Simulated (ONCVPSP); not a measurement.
# Mo, ONCV: configuration errors across variants

ONCVPSP 4.0.1 input, shortened (lines: element, Z, core and valence counts, functional; n l f; lmax; l rc ep ncon nbas qcut; lloc lpopt rc5 dvloc0; l nproj debl; icmod fcfact rcfact), PBE, fully relativistic:

```
  Mo 42.00    6    4        4      upf
    1    0    2.00
    2    0    2.00
    2    1    6.00
    3    0    2.00
    3    1    6.00
    3    2   10.00
    4    0    2.00
    4    1    6.00
    4    2    5.00
    5    0    0.75
    2
    0    2.10    0.00    3    7    6.10
    1    1.15    0.00    4    8    5.80
    2    2.15    0.00    4    9    8.10
    4    4    0.70    0.00
    0    3    3.20
    1    2    2.10
    2    3    0.80
    2    0.50    1.20
```

Open shells are filled in proportion to 2j + 1.

All-electron excitation energies from the reference (eV): (1) 4s2 4p6 4d5 5s1 -1.190; (2) 4s2 4p6 4d5 5s0 5.701; (3) 4s2 4p6 4d4 5s0 21.162; (4) 4s2 4p6 4d2 5s0 87.401.

2 further variants failed, have other tests or too few solved ones, and are left out.

Errors AE − PS in meV (a dash: test not solved or not reliable):

```csv
change,(1),(2),(3),(4),bound ghosts,GHOST(+) flags above zero
base,-0.1,-1.0,0.0,+40,none,"s, p3/2, d3/2"
d: qcut 5,+0.1,-0.2,+2.9,+242,none,"s, p3/2"
d: qcut 6.2,0.0,-0.7,+1.1,+113,none,"s, p3/2"
d: qcut 7.4,-0.1,-0.9,-0.3,+54,none,"s, p3/2, d5/2, d3/2"
d: qcut 8.3,+0.1,-1.1,-17,-26,none,"s, p3/2, d5/2"
d: qcut 8.8,-0.1,-1.0,+0.4,+30,none,"s, p3/2"
d: qcut 9.5,-0.1,-1.0,+0.2,+23,none,"s, p3/2"
d: qcut 10.5,-0.1,-1.0,+0.3,+64,none,"s, p3/2"
```

Problem. Give the same row for: d: qcut 5.8.

Solution. 0.0, -0.6, +1.5, +144; bound ghosts: none; GHOST(+) flags above zero: s, p3/2.
